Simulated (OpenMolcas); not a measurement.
Pt2+ with its 8 nearest fluoride ions at 2.284 Å, on the Ca site of CaF2 (a = 5.46294 Å, distance in the model lattice 2.366 Å). The rest of the host is ab initio model potentials to 7.6 Å and point charges beyond; the distance is set by hand and nothing relaxes. Ligand basis ANO-RCC-VDZP.
```
Pt    0.0000    0.0000    0.0000
F     1.3187    1.3187    1.3187
F     1.3187    1.3187   -1.3187
F     1.3187   -1.3187    1.3187
F     1.3187   -1.3187   -1.3187
F    -1.3187    1.3187    1.3187
F    -1.3187    1.3187   -1.3187
F    -1.3187   -1.3187    1.3187
F    -1.3187   -1.3187   -1.3187
```

```json
{
 "Program": "OpenMolcas",
 "Method": "SS-CASPT2, IPEA 0.25 Eh, imaginary shift 0.1 Eh (closed shells correlated: 5s 5p and the ligand valence shells)",
 "Basis": "ANO-RCC-VTZP [8s7p5d3f1g]",
 "Scalar Hamiltonian": "DKH2, point nucleus",
 "Active space": "8 electrons in 5 orbitals (5d)",
 "State averaging": "2S+1 = 3 even, 10 roots; 2S+1 = 1 even, 15 roots",
 "Spin-orbit coupling": "RASSI with atomic mean-field integrals over the reference wave functions"
}
```

**Question.** What is the spin-free ground state (labels of O, the rotations of Oh)?

**Answer.** 3T1, 3-fold in its orbital part; it has the highest spin that d8 allows.

**Question.** Where is the first state of the same spin?

**Answer.** 3T2 at 9650 cm-1 above the ground state.

**Question.** What are the lowest two levels with spin-orbit coupling?

**Answer.** A 1-fold level A1, then a 3-fold level T1 2130 cm-1 above it. Their leading multiplicities are 3 (97 %) and 3 (98 %).

**Question.** What is χT at 300 K, and how does it compare with the textbook value?

**Answer.** The lowest level has 2S+1 = 3, for which the spin-only value is χT = S(S+1) / 2 = 1.000 cm3 K/mol (g = 2). The computed 0.651 at 300 K differs by -0.349, through orbital momentum, spin-orbit coupling and any other state in reach. With a threefold ground state the orbital momentum is unquenched, so the spin-only value is not expected to hold.

**Question.** Which ligand-field parameters describe the states?

**Answer.** A least-squares ligand-field fit to the states below 45000 cm-1, each weighted by its degeneracy and with a free common offset, gives 10Dq = -11499 cm-1 (negative for this site), B = 546 cm-1 and C = 2653 cm-1 (C/B = 4.86), with an rms deviation of 325 cm-1. The same method and metal basis give the free ion B = 677 cm-1 (fit to its terms below 60000 cm-1, rms deviation 447 cm-1), so the nephelauxetic ratio is β = 546 / 677 = 0.81; it hangs on how both fits weigh the states, and computed free-ion B values tend to be too large, so β mixes covalency with correlation.

Roots that are degenerate in the reference are averaged as groups; the widest CASPT2 spread within a group is 490 cm-1 (the 3-fold group of multiplicity 1 near 19600 cm-1 above the lowest state of its run). Shifts and gaps below about the spread of the groups concerned are not significant. Over all roots computed the reference weight is 0.67 to 0.68; a low but even weight reflects the number of correlated electrons. Real 4d8 and 5d8 ions are as a rule square planar and diamagnetic. Ligand-to-metal charge-transfer states are missing. With no ligand orbital active B as a rule stays too high, so bands that hang on it stand too high and its fall with covalency is understated. With one d shell and no ligand orbital active, 10Dq can be off by a tenth or more. No measured value stands beside these numbers; the geometry was set by hand and not optimised.
